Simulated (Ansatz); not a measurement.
Consider the hydrogenolysis of the Al–F bond: `[F][AlH][Br]` + H₂ → `[AlH2][Br]` + H–F.

Gas-phase electronic energies from Ansatz, PBE0-D4/def2-TZVP geometries. CBS: MP2 limit from def2 TZ/QZ plus the TZ coupled-cluster correction, frozen cores. This one scheme is used for every species. DFT in def2-TZVPP. HSE06 is defined as in plane-wave codes. For Br outer-core shells are correlated without core-valence functions, which leaves a few kJ/mol of doubt a bond. Scalar relativity is left out up to krypton.

`[F][AlH][Br]`:

Cartesian coordinates in Å:
```
F 0.194 0.506 1.603
Al 0.101 -0.098 0.080
Br -1.210 0.970 -1.385
H 0.915 -1.378 -0.297
```

H₂:

```xyz
2

H    -0.044   -0.354   -0.110
H     0.044    0.354    0.110
```

`[AlH2][Br]`:

```xyz
4

Al    0.015   -0.052    0.192
Br   -0.156    0.531   -1.981
H     1.461   -0.285    0.773
H    -1.320   -0.195    1.016
```

H–F:

Z-matrix (Å, degrees):
```
F
H 1 0.920
```

CCSD(T)/CBS gives +166.6 kJ/mol.

Problem. Another level gave +167.0 kJ/mol. Which?
A. LC-ωPBE/def2-TZVPP
B. ωB97M-V/def2-TZVPP
C. r2SCANh/def2-TZVPP
D. HSE06/def2-TZVPP

Solution. B. ωB97M-V 167.0, HSE06 156.8, r2SCANh 171.6, LC-ωPBE 162.5 kJ/mol.

Largest T1 diagnostic among the species: 0.009.

Leaving LDA and LC-ωPBE aside and taking each functional with its dispersion term where it has one, the values, not all of them listed here, spread over 16.6 kJ/mol, from HSE06-D4 to r2SCAN-D4. From r2SCAN to r2SCAN0 (25 % exact exchange), in def2-TZVPP and without D4, ΔE moves by −6.0 kJ/mol. In def2-TZVPP, CCSD(T) changes the Hartree–Fock value by +6.0 kJ/mol (the triples alone add +2.0 kJ/mol) and MP2 by +12.6 kJ/mol.
